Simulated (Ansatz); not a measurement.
ZnBr₂, SMILES [Zn]([Br])[Br].

Coordinates come from a B3LYP-D3(BJ)/def2-SVP optimisation. The isomer is the one that the SMILES or the coordinates give; other isomers of the formula were not compared.

Two levels are set side by side: PBE/def2-SVPD (Ansatz, a program for electronic structure) and PBE0/def2-SVPD (Ansatz). Energy differences of separate SCF runs at the same geometry; the states with an electron removed or added have multiplicity 2 and 2. Differences are taken from unrounded values.

```json
[
 {"quantity": "vertical ionisation energy (eV)", "PBE0": "10.67"},
 {"quantity": "vertical electron affinity (eV)", "PBE0": "0.40"},
 {"quantity": "vertical singlet–triplet gap (eV)", "PBE0": "5.07"}
]
```

Task: What does PBE give, and how far is it from PBE0? (Estimate from the structure and the level; the computed values follow.)

Result: 
```
quantity                             PBE  PBE minus PBE0
---------------------------------  -----  --------------
vertical ionisation energy (eV)    10.25           -0.43
vertical electron affinity (eV)     0.51            0.11
vertical singlet–triplet gap (eV)   4.54           -0.53
```
